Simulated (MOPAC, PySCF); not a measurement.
[Nb(=O)(OH)3], neutral singlet in the gas phase. 

Cartesian coordinates (Å):
```xyz
8

Nb     0.2456    -0.0237     0.3798
O     -0.6023    -0.3891    -1.0740
O     -0.2991    -1.2534     1.7448
H     -0.9446    -1.9801     1.6826
O      2.1267    -0.1934     0.0557
H      2.5741    -0.4415    -0.7732
O     -0.1722     1.7698     0.9089
H     -0.7569     2.4123     0.4687
```
Charge 0, spin multiplicity 1.

All levels are single points at this geometry (BP86-D3(BJ)/def2-SVP); Pople sets use spherical d functions. Orbital energies aren't observables, and empty levels follow the basis.

```
level                                     HOMO (eV)  LUMO (eV)  gap (eV)  dipole (D)  vertical IE, Delta-SCF (eV)
----------------------------------------  ---------  ---------  --------  ----------  ---------------------------
B3LYP-D3(BJ)/def2-TZVP in PySCF               -9.03      -1.22      7.81        0.56                            –
PBE-D3(BJ)/def2-TZVP in PySCF                 -7.59      -1.78      5.81        0.57                            –
TPSSh-D3(BJ)/def2-TZVP in PySCF               -8.36      -1.38      6.98        0.54                            –
B3LYP/6-311+G** (LANL2DZ on Nb) in PySCF      -9.11      -1.77      7.34        1.05                            –
B3LYP/6-31G* (LANL2DZ on Nb) in PySCF         -8.61      -1.21      7.40        0.86                        10.96
B3LYP/LANL2DZ in PySCF                        -8.91      -1.62      7.29        1.42                            –
PBE/6-31G* (LANL2DZ on Nb) in PySCF           -7.18      -1.72      5.46        0.85                            –
SVWN5/6-31G* (LANL2DZ on Nb) in PySCF         -7.38      -1.86      5.53        0.86                            –
PM6 in MOPAC                                 -11.39       0.67     12.06        1.01                            –
```
